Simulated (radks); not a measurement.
Charge is removed step by step from the 3s down level of Cl3+, starting from [Ne] 3s(up 1, down 1) 3p2. Method: non-relativistic Kohn-Sham, BLYP, spin-polarised, spherical densities, point nucleus; open shells are filled with parallel spins first; computed with a radial shooting solver on a logarithmic mesh with Libxc functionals.

removed (e)	E - E(0) (eV)	eigenvalue (eV)
0	0.000	-56.753
0.25	14.618	-60.193
0.5	30.099	-63.662
0.75	46.449	-67.127

The mean slope of the eigenvalue, de/dn, is 13.8 eV per electron.
